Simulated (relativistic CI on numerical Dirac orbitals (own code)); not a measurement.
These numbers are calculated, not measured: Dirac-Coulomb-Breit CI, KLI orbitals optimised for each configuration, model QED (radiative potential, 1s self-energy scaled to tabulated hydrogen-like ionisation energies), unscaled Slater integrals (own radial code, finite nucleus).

CI space (outside the closed core [Ar] 3d10): 4s2.4p6.4d5, 4s2.4p5.4d6, 4s2.4p6.4d4.4f, 4s.4p6.4d6, 4s2.4p5.4d5.4f, 4s2.4p6.4d4.5s, 4s.4p6.4d5.4f, 4s2.4p6.4d4.5p, 4s2.4p6.4d3.4f.5s, 4s2.4p6.4d4.5d, 4s2.4p6.4d3.5s.5p, 4s2.4p5.4d5.5s, 4s2.4p6.4d4.5f, 4s2.4p6.4d4.6s, 4s2.4p6.4d4.5g, 4s2.4p6.4d4.6p, 4p6.4d6.4f, 4s2.4p6.4d4.6f, 4p6.4d7, 4p5.4d8, 4p5.4d7.4f, 4s2.4p6.4d3.5s2, 4s2.4p6.4d2.4f.5s2, 4s2.4p5.4d3.4f.5s2, 4s.4p6.4d3.4f.5s2. Double excitations out of closed p, d and f shells are left out; levels of such configurations are missing from the list, as are those of other unlisted configurations, and high levels can miss mixing partners. These lack a partner that the ground configuration has and come out too high: 4s2.4p5.4d5.5s.

At this charge energies of transitions that change n are usually good to better than 1 %, and those within a shell (Δn = 0) to a few per cent. Terms inside the open d or f shell come out 10 to 20 % too wide with unscaled integrals.

Outline of the computed level scheme of Pm XXI. Lowest level of each configuration: 4s2.4p6.4d5 6S_5/2 at 0.000 eV; 4s2.4p5.4d6 6F°_11/2 at 113.848 eV.

Some strong electric-dipole decays among the lowest 45 levels: 4s2.4p5.4d6 6P°_3/2 → 4s2.4p6.4d5 6S_5/2 (2.5e+10 s⁻¹); 4s2.4p5.4d6 6P°_5/2 → 4s2.4p6.4d5 6S_5/2 (2.4e+10 s⁻¹); 4s2.4p5.4d6 4D°_7/2 → 4s2.4p6.4d5 6S_5/2 (8.0e+09 s⁻¹); 4s2.4p5.4d6 4F°_7/2 → 4s2.4p6.4d5 6S_5/2 (4.5e+09 s⁻¹); 4s2.4p5.4d6 4F°_7/2 → 4s2.4p6.4d5 4G_5/2 (3.8e+09 s⁻¹); 4s2.4p5.4d6 6F°_9/2 → 4s2.4p6.4d5 4G_11/2 (7.5e+08 s⁻¹).

LS names give the leading component of a level, which can be under half, so a name can repeat, a term be missing and a line seem to break the LS rules.
